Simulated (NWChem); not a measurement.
System: RbF; SMILES [F][Rb]

Here is an NWChem input.

```
start job
memory heap 200 mb stack 900 mb global 1100 mb
geometry units angstroms noautosym nocenter noautoz
  Rb     0.000000     0.000000    -0.489174
  F      0.000000     0.000000     1.828509
end
basis spherical
  Rb library def2-svpd
  F library def2-svpd
end
ecp
  Rb library def2-ecp
end
dft
  xc pbe0
  iterations 150
end
property
  response 1 0.0
end
task dft property
```

Excerpt of the output:

```
             Northwest Computational Chemistry Package (NWChem) 7.3.0
             --------------------------------------------------------

                             Geometry "geometry" -> ""
                             -------------------------

 Output coordinates in angstroms (scale by  1.889725989 to convert to a.u.)

  No.       Tag          Charge          X              Y              Z
 ---- ---------------- ---------- -------------- -------------- --------------
    1 Rb                  37.0000     0.00000000     0.00000000    -0.48917400
    2 F                    9.0000     0.00000000     0.00000000     1.82850900

 Effective nuclear repulsion energy (a.u.)      76.0311155222

                                 NWChem DFT Module
                                 -----------------

 Summary of "ao basis" -> "ao basis" (spherical)
 ------------------------------------------------------------------------------
       Tag                 Description            Shells   Functions and Types
 ---------------- ------------------------------  ------  ---------------------
 Rb                        def2-svpd                11       27   5s4p2d
 F                         def2-svpd                 9       23   4s3p2d

            General Information
            -------------------
          SCF calculation type: DFT
          Wavefunction type:  closed shell.
          No. of atoms     :     2
          No. of electrons :    18
           Alpha electrons :     9
            Beta electrons :     9
          Charge           :     0
          Spin multiplicity:     1
          Use of symmetry is: off; symmetry adaption is: off
          Maximum number of iterations: 150
          AO basis - number of functions:    50
                     number of shells:    20
          Convergence on energy requested:  1.00D-06
          Convergence on density requested:  1.00D-05
          Convergence on gradient requested:  5.00D-04

              XC Information
              --------------
                         PBE0 Method XC Functional
                     Hartree-Fock (Exact) Exchange  0.250
          PerdewBurkeErnzerhof Exchange Functional  0.750
            Perdew 1991 LDA Correlation Functional  1.000 local
           PerdewBurkeErnz. Correlation Functional  1.000 non-local

             Grid Information
             ----------------
          Grid used for XC integration:  medium
          Radial quadrature: Mura-Knowles
          Angular quadrature: Lebedev.
          Tag              B.-S. Rad. Rad. Pts. Rad. Cut. Ang. Pts.
          ---              ---------- --------- --------- ---------
          Rb                  2.35      123          24.0       590
          F                   0.50       49          12.0       434
          Grid pruning is: on
          Number of quadrature shells:   172
          Spatial weights used:  Erf1

      Superposition of Atomic Density Guess
      -------------------------------------

 Sum of atomic energies:        -126.76336584

      Non-variational initial energy
      ------------------------------

 Total energy =    -122.791941
 1-e energy   =    -215.055908
 2-e energy   =      73.769912
 HOMO         =      -0.605706
 LUMO         =      -0.051170

   convergence    iter        energy       DeltaE   RMS-Dens  Diis-err
 ---------------- ----- ----------------- --------- --------- ---------
 d= 0,ls=0.0,diis     1   -123.7097039443 -1.42D+02  5.19D-02  9.17D-01
 d= 0,ls=0.0,diis     2   -121.0747761349  2.63D+00  4.81D-02  1.92D+01
 d= 0,ls=0.0,diis     3   -123.8147088636 -2.74D+00  2.80D-03  1.00D-02
 d= 0,ls=0.0,diis     4   -123.8171995492 -2.49D-03  3.75D-04  5.45D-04
 d= 0,ls=0.0,diis     5   -123.8172641159 -6.46D-05  8.59D-05  5.96D-05
  Resetting Diis
 d= 0,ls=0.0,diis     6   -123.8172699558 -5.84D-06  1.14D-05  8.46D-07
 d= 0,ls=0.0,diis     7   -123.8172700421 -8.63D-08  1.72D-06  1.03D-08

         Total DFT energy =     -123.817270042149
      One electron energy =     -218.239817534537
           Coulomb energy =       90.114051138805
    Exchange-Corr. energy =      -14.185558773445
 Nuclear repulsion energy =       18.494055127028

 Numeric. integr. density =       17.999999582748

                       DFT Final Molecular Orbital Analysis
                       ------------------------------------

 Vector    7  Occ=2.000000D+00  E=-2.314976D-01
              MO Center=  8.4D-13,  7.5D-13,  1.8D+00, r^2= 6.7D-01
   Bfn.  Coefficient  Atom+Function         Bfn.  Coefficient  Atom+Function
  ----- ------------  ---------------      ----- ------------  ---------------
    32      0.468197  2 F  px                33      0.425305  2 F  py
    35     -0.317797  2 F  px                36     -0.288683  2 F  py
    38     -0.127851  2 F  px                39     -0.116139  2 F  py
     6      0.046014  1 Rb px                 7      0.041799  1 Rb py
    21      0.031751  1 Rb d  1              19     -0.028842  1 Rb d -1

[...]

 DFT Linear Response polarizability / au
 Frequency  =       0.0000000 / au
              X              Y              Z
 -----------------------------------------------
 X      17.4752882     -0.0000000      0.0000000
 Y      -0.0000000     17.4752882      0.0000000
 Z       0.0000000      0.0000000     25.6805350
 -----------------------------------------------
 Eigenvalues =      17.4752882     17.4752882     25.6805350
 Isotropic   =      20.2103705
 Anisotropic =       8.2052468
 -----------------------------------------------

 Magnetic Dipole Response Matrix (nonzero elements):

 Exiting AOResponse driver routine
```

Level: PBE0/def2-SVPD with def2 effective core potentials on Rb. Geometry: optimised at PBE-D3(BJ)/def2-SVP. def2 effective core potentials on Rb; no spin-orbit coupling.
